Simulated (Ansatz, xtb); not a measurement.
Isomers of CH5F3InN in order of energy

4 gas-phase structures of CH5F3InN, from a drawn sample of its isomers (lower ones may exist). Each was relaxed with GFN2-xTB:

A. `[NH3+][In-]([F])([F])[CH2]F`, a singlet
B. `FC[NH2+][InH-]([F])[F]`, a singlet
C. a singlet given by its coordinates
D. `C[NH2+][In-]([F])([F])[F]`, a singlet

C (Å):

```xyz
11

C    -1.1303    0.0110   -0.2605
F     1.3919    1.3570    0.2991
F     1.9558   -2.0508    1.2572
F    -0.4009    0.3237    2.5389
In    0.7105   -0.5209    0.9645
N    -1.2312    1.3685    0.2833
H    -0.3015    1.8089    0.1233
H    -2.0055    1.9312   -0.0764
H    -1.2553    1.2594    1.3182
H    -2.0027   -0.5856   -0.0118
H    -0.9535    0.0208   -1.3317
```

Close contacts (Å): C1–In5 2.27, C1–N6 1.47, F2–In5 2.11, F3–In5 1.99, F4–In5 2.10, C1–H10 1.09, C1–H11 1.09, N6–H7 1.04, N6–H8 1.02, N6–H9 1.04.

Estimate their order in r2SCAN-D4/def2-SVP energy at these geometries, lowest first.

Calculated order at r2SCAN-D4/def2-SVP: D (0.0), C (82.7), B (99.3), A (103.6) kJ/mol.

Energies above the lowest of each column, in kJ/mol; the last columns are at PBE0-D4/def2-SVP geometries and were run for some of them only (a dash: not run or not comparable):

```tsv
structure	GFN2-xTB	HF/STO-3G	r2SCAN-D4/def2-SVP	PBE0-D4/def2-SVP	CCSD(T)/def2-SVP + ΔMP2/def2-TZVPP
D	0.0	0.0	0.0	0.0	0.0
C	74.4	256.8	82.7	71.0	82.5
B	68.5	52.3	99.3	85.7	107.3
A	100.5	54.5	103.6	–	–
```

Every level run on D puts it lowest or level with the lowest. Flexible structures stand in one conformer each, not always the lowest. Frequencies (GFN2-xTB) were run for B, C, D alone. The ΔMP2 step shifts differences by up to 14.4 kJ/mol, which makes them less sure. Atoms past krypton carry core potentials in the def2 sets, without spin–orbit terms. ΔMP2 is the change of the MP2 energy from the smaller to the larger basis.

Over these structures GFN2-xTB departs from r2SCAN-D4/def2-SVP by 10.1 kJ/mol on average once a common shift is removed. A GFN2-xTB relaxation took about 0.14 s and the r2SCAN-D4/def2-SVP energy about 1.8 s on a shared host (Ansatz 0.2.0, xtb 6.7.1).
